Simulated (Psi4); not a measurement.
ketene (C₂H₂O), singlet, at a GFN2-xTB geometry; PBE0/6-31G run with Psi4.

Here is a job for Psi4.
```
memory 2 GB

molecule mol {
0 1
C    -0.011482    0.021363   -1.191901
C     0.000930   -0.001730    0.096497
H     0.002496    0.948264   -1.730061
H    -0.036141   -0.885664   -1.762560
O     0.012120   -0.022550    1.258131
}

set {
  basis 6-31g
  reference rks
  dft_nuclear_scheme stratmann
}

energy('pbe0')
print_variables()
```

What the program printed (banner, timings and long lists left out):

```
   => Loading Basis Set <=

    Name: 6-31G
    Role: ORBITAL
    Keyword: BASIS

         ---------------------------------------------------------
                                   SCF
               by Justin Turney, Rob Parrish, Andy Simmonett
                          and Daniel G. A. Smith
                              RKS Reference
         ---------------------------------------------------------

  ==> Geometry <==

    Molecular point group: c1
    Full point group: C1

    Geometry (in Angstrom), charge = 0, multiplicity = 1:

       Center              X                  Y                   Z               Mass
    ------------   -----------------  -----------------  -----------------  -----------------
         C           -0.012275278839     0.022838806815    -1.274235029056    12.000000000000
         C            0.000136721161    -0.000254193185     0.014162970944    12.000000000000
         H            0.001702721161     0.949739806815    -1.812395029056     1.007825032230
         H           -0.036934278839    -0.884188193185    -1.844894029056     1.007825032230
         O            0.011326721161    -0.021074193185     1.175796970944    15.994914619570

  Running in c1 symmetry.

  Rotational constants: A =      9.93912  B =      0.34859  C =      0.33678 [cm^-1]
  Rotational constants: A = 297967.20617  B =  10450.42058  C =  10096.31860 [MHz]
  Nuclear repulsion =   59.001718097888499

  Charge       = 0
  Multiplicity = 1
  Electrons    = 22
  Nalpha       = 11
  Nbeta        = 11

  ==> Algorithm <==

  SCF Algorithm Type is DF.
  DIIS enabled.
  MOM disabled.
  Fractional occupation disabled.
  Guess Type is SAD.
  Energy threshold   = 1.00e-06
  Density threshold  = 1.00e-06
  Integral threshold = 1.00e-12

  ==> Primary Basis <==

  Basis Set: 6-31G
    Blend: 6-31G
    Number of shells: 19
    Number of basis functions: 31
    Number of Cartesian functions: 31
    Spherical Harmonics?: false
    Max angular momentum: 1

  ==> DFT Potential <==

   => LibXC <=

    Version 7.1.2
    S. Lehtola, C. Steigemann, M. J. T. Oliveira, and M. A. L. Marques,  SoftwareX 7, 1–5 (2018) (10.1016/j.softx.2017.11.002)

   => Composite Functional: PBE0 <=

    PBE0 Hyb-GGA Exchange-Correlation Functional

    C. Adamo and V. Barone,  J. Chem. Phys. 110, 6158 (1999) (10.1063/1.478522)
    M. Ernzerhof and G. E. Scuseria,  J. Chem. Phys. 110, 5029 (1999) (10.1063/1.478401)

    Deriv               =              1
    GGA                 =           TRUE
    Meta                =          FALSE

    Exchange Hybrid     =           TRUE
    MP2 Hybrid          =          FALSE

   => Exchange Functionals <=

    0.7500   Perdew, Burke & Ernzerhof

   => Exact (HF) Exchange <=

    0.2500               HF

   => Correlation Functionals <=

    1.0000   Perdew, Burke & Ernzerhof

   => LibXC Density Thresholds  <==

    XC_HYB_GGA_XC_PBEH:  1.00E-15

   => Molecular Quadrature <=

    Radial Scheme          =       TREUTLER
    Pruning Scheme         =           NONE
    Nuclear Scheme         =      STRATMANN

    Blocking Scheme        =         OCTREE
    BS radius alpha        =              1
    Pruning alpha          =              1
    Radial Points          =             75
    Spherical Points       =            302
    Total Points           =         100631
    Total Blocks           =            816
    Max Points             =            255
    Max Functions          =             31
    Weights Tolerance      =       1.00E-15

   => Loading Basis Set <=

    Name: (6-31G AUX)
    Role: JKFIT
    Keyword: DF_BASIS_SCF

  ==> Integral Setup <==

  SCF_SUBTYPE=INCORE selected. In-core MEM_DF algorithm will be used.
  Using in-core AOs.

  ==> MemDFJK: Density-Fitted J/K Matrices <==

    J tasked:                   Yes
    K tasked:                   Yes
    wK tasked:                   No
    Algorithm:                 Core
    Schwarz Cutoff:           1E-12
    Mask sparsity (%):       0.2081
    Fitting Condition:        1E-10

   => Auxiliary Basis Set <=

  Basis Set: (6-31G AUX)
    Blend: CC-PVDZ-JKFIT
    Number of shells: 90
    Number of basis functions: 293
    Number of Cartesian functions: 293
    Spherical Harmonics?: false
    Max angular momentum: 3

  Minimum eigenvalue in the overlap matrix is 3.4181591566E-03.
  Reciprocal condition number of the overlap matrix is 8.1410789865E-04.
    Using symmetric orthogonalization.

  ==> Pre-Iterations <==

  SCF Guess: Superposition of Atomic Densities via on-the-fly atomic UHF (no occupation information).

   -------------------------
    Irrep   Nso     Nmo
   -------------------------
     A         31      31
   -------------------------
    Total      31      31
   -------------------------

  ==> Iterations <==

                           Total Energy        Delta E     RMS |[F,P]|

   @DF-RKS iter SAD:  -151.97908963799367   -1.51979e+02   0.00000e+00
   @DF-RKS iter   1:  -152.22358240519151   -2.44493e-01   1.78140e-02 ADIIS/DIIS
   @DF-RKS iter   2:  -152.18964250260768    3.39399e-02   2.01066e-02 ADIIS/DIIS
   @DF-RKS iter   3:  -152.36028877541031   -1.70646e-01   4.09962e-03 ADIIS/DIIS
   @DF-RKS iter   4:  -152.36658979120969   -6.30102e-03   1.60659e-03 ADIIS/DIIS
   @DF-RKS iter   5:  -152.36763967177399   -1.04988e-03   3.08508e-04 ADIIS/DIIS
   @DF-RKS iter   6:  -152.36769123122184   -5.15594e-05   1.01191e-05 DIIS
   @DF-RKS iter   7:  -152.36769129164469   -6.04228e-08   2.28065e-06 DIIS
   @DF-RKS iter   8:  -152.36769129506135   -3.41666e-09   3.49194e-07 DIIS
  Energy and wave function converged.

  ==> Post-Iterations <==

   Electrons on quadrature grid:
      Ntotal   =   22.0000002548 ; deviation = 2.548e-07

    Orbital Energies [Eh]
    ---------------------

    Doubly Occupied:

[...]
    Virtual:

[...]
    Final Occupation by Irrep:
              A
    DOCC [    11 ]
    NA   [    11 ]
    NB   [    11 ]

  @DF-RKS Final Energy:  -152.36769129506135

   => Energetics <=

    Nuclear Repulsion Energy =             59.0017180978884994
    One-Electron Energy =                -322.7122829258541401
    Two-Electron Energy =                 126.4897938234526720
    DFT Exchange-Correlation Energy =     -15.1469202905483726
    Empirical Dispersion Energy =           0.0000000000000000
    VV10 Nonlocal Energy =                  0.0000000000000000
    Total Energy =                       -152.3676912950613485

Computation Completed

Properties will be evaluated at   0.000000,   0.000000,   0.000000 [a0]

Properties computed using the SCF density matrix

 Multipole Moments:

 ------------------------------------------------------------------------------------
     Multipole            Electronic (a.u.)      Nuclear  (a.u.)        Total (a.u.)
 ------------------------------------------------------------------------------------

 L = 1.  Multiply by 2.5417464519 to convert [e a0] to [Debye]
 Dipole X            :          0.0261327           -0.0329741           -0.0068414
 Dipole Y            :         -0.0486216            0.0613514            0.0127298
 Dipole Z            :          2.7127018           -3.4229472           -0.7102454
 Magnitude           :                                                    0.7103924

 ------------------------------------------------------------------------------------

  Variable Map:
  ----------------------------------------------------------------------------
[...]
  Array Variable Map:
  ----------------------------------------------------------------------------
[...]
[...]
```
